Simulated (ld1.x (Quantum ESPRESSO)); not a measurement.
**thallium (Tl): excitation energies, all-electron against TM**

* Element: Tl
* Generator: ld1.x (Quantum ESPRESSO) 7.5
* Type: norm-conserving Troullier–Martins (Kleinman–Bylander form)
* Functional: PBE
* Relativity: scalar-relativistic
* Frozen core: [Kr] 4d10 4f14
* Valence charge: 21
* Reference configuration: 5s2 5p6 5d10 6s2 6p1
* Partial waves: 5p (bound): rc 1.15 bohr; 5d (bound): rc 2.20 bohr; 5s (bound): rc 1.35 bohr
* Local potential: the s channel
* Core correction: none

Occupied shells without a wave of their own: 6p, 6s. They enter only through the test configuration that unscreens the potential.

Energies are relative to the spin-unpolarised reference configuration 5s2 5p6 5d10 6s2 6p1; without spin polarisation the order of configurations can differ from experiment.

Q: Give the all-electron excitation energy and the error of the potential for: 5s2 5p6 5d10 6s2 6p0; 5s2 5p6 5d10 6s1 6p0; 5s2 5p6 5d10 6s0 6p0; 5s2 5p6 5d10 6s2 6p1.3; 5s2 5p6 5d10 6s1 6p2; 5s2 5p6 5d9 6s2 6p2; 5s2 5p6 5d10 6s0 6p3.

A:

```json
{"valence configuration": "5s2 5p6 5d10 6s2 6p0", "charge": "+1", "ΔE all-electron (eV)": "5.167", "error AE − PS (meV)": "-196"}
{"valence configuration": "5s2 5p6 5d10 6s1 6p0", "charge": "+2", "ΔE all-electron (eV)": "25.947", "error AE − PS (meV)": "-4551"}
{"valence configuration": "5s2 5p6 5d10 6s0 6p0", "charge": "+3", "ΔE all-electron (eV)": "56.087", "error AE − PS (meV)": "-10235"}
{"valence configuration": "5s2 5p6 5d10 6s2 6p1.3", "charge": "-0.3", "ΔE all-electron (eV)": "-0.494", "error AE − PS (meV)": "+27"}
{"valence configuration": "5s2 5p6 5d10 6s1 6p2", "charge": "0", "ΔE all-electron (eV)": "7.403", "error AE − PS (meV)": "-3407"}
{"valence configuration": "5s2 5p6 5d9 6s2 6p2", "charge": "0", "ΔE all-electron (eV)": "14.716", "error AE − PS (meV)": "+126"}
{"valence configuration": "5s2 5p6 5d10 6s0 6p3", "charge": "0", "ΔE all-electron (eV)": "15.210", "error AE − PS (meV)": "-7224"}
```

Levels in the configuration 5s2 5p6 5d9 6s2 6p2:

```csv
level,all-electron (eV),pseudo (eV)
5s,-136.462,-136.311
5p,-81.296,-81.209
5d,-19.792,-19.758
6s,-11.683,-15.558
6p,-3.487,-3.678
```

These tests converged, but a pseudo level misses the all-electron one widely, so the file describes the atom poorly there or has found another state: 5s2 5p6 5d10 6s2 6p0: 6s by 3.7 eV; 5s2 5p6 5d10 6s1 6p0: 6s by 5.0 eV; 5s2 5p6 5d10 6s0 6p0: empty 6s by 6.4 eV; 5s2 5p6 5d10 6s2 6p1.3: 6s by 3.2 eV; 5s2 5p6 5d10 6s1 6p2: 6s by 3.9 eV; 5s2 5p6 5d9 6s2 6p2: 6s by 3.9 eV; 5s2 5p6 5d10 6s0 6p3: empty 6s by 3.6 eV. The 6p, 6s levels have no wave, so the channel is fitted at the deeper level alone: the likely source of the large errors.

The potential misses its own reference levels by up to 3.3 eV, so it is not fit for use.
